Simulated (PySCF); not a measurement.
## TiOCl₂ + NH₃ → TiN(OH) + 2 HCl

Level: PBE0 in the def2-TZVP basis family, all electrons, no relativity, computed in PySCF with density fitting; open shells unrestricted.

| species | state and structure | E (Eh) | ZPE (kJ/mol) | H(298 K) − H(0) (kJ/mol) | S° (J/(mol K)) |
| --- | --- | --- | --- | --- | --- |
| TiOCl₂ | singlet, C2v, Ti–Cl 2.220 Å (×2), Ti–O 1.581 Å; Cl–Ti–Cl 128.7°, Cl–Ti–O 115.7° (×2) | -1844.74465 | 14.6 | 16.7 | 326.0 |
| NH₃ | singlet, C3v, N–H 1.013 Å (×3); H–N–H 107.1° (×3) | -56.51312 | 90.6 | 10.0 | 192.4 |
| TiN(OH) | singlet, Cs, O–H 0.958 Å, Ti–N 1.560 Å, Ti–O 1.855 Å; H–O–Ti 124.6°, N–Ti–O 113.2° | -979.72950 | 43.0 | 12.4 | 272.3 |
| HCl | singlet, C∞v, H–Cl 1.279 Å | -460.66440 | 17.9 | 8.7 | 186.6 |

**Question.** What is the electronic reaction energy?

**Answer.** At PBE0/def2-TZVP, ΔE = 523.7 kJ/mol from the differences of the total energies times 2625.5, uphill. 

**Question.** Add zero-point, thermal and entropy terms for 298.15 K and 1 bar.

**Answer.** ΔZPE = -26.4 and Δ[H(298) − H(0)] = 3.1 kJ/mol give ΔH° = 500.4 kJ/mol. ΔS° = 127.1 J/(mol K), so ΔG° = 500.4 − 298.15 × (0.1271) = 463 kJ/mol.

The structures come from searches over a few start shapes, so lower isomers are not excluded.
